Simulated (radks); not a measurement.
Spherical quantum dot in the effective-mass picture: electrons in a parabolic well V = omega^2 r^2 / 2 with omega = 0.334, with a point charge +2 (a donor) at the centre, all in effective atomic units (hartree* = m*/eps^2 hartree, bohr* = eps/m* bohr), one dielectric constant everywhere. Method: non-relativistic Kohn-Sham, LDA (Slater exchange, Perdew-Wang correlation), spin-polarised, spherical densities; computed with a radial shooting solver with Libxc functionals. Levels are named by radial order and angular momentum (1s, 1p, 1d, 2s, ...), and open shells are averaged over m.

N = 23, configuration 1s2 1p6 1d10 2s2 1f(up 3, down 0). This is the lowest configuration that the search found. Occupied and some empty levels:

level,occupation,eigenvalue (hartree*),<r> (bohr*)
1s down,1,4.6535,0.9866
1s up,1,4.6547,0.9881
2s up,1,5.2193,4.062
2s down,1,5.2331,4.021
1p up,3,5.2568,4.032
1p down,3,5.2698,3.977
1d up,5,5.3965,4.658
1d down,5,5.4131,4.637
1f up,3,5.5479,5.056
1f down,0,5.5658,5.052
2p up,0,5.5797,4.102
2p down,0,5.5891,4.127
1g up,0,5.7154,5.375
1g down,0,5.7337,5.380
2d up,0,5.7985,4.679
2d down,0,5.8086,4.683

Energy (hartree*): total 67.0140, kinetic 8.2264, external 8.0668, Hartree 56.898, exchange-correlation -6.1771.
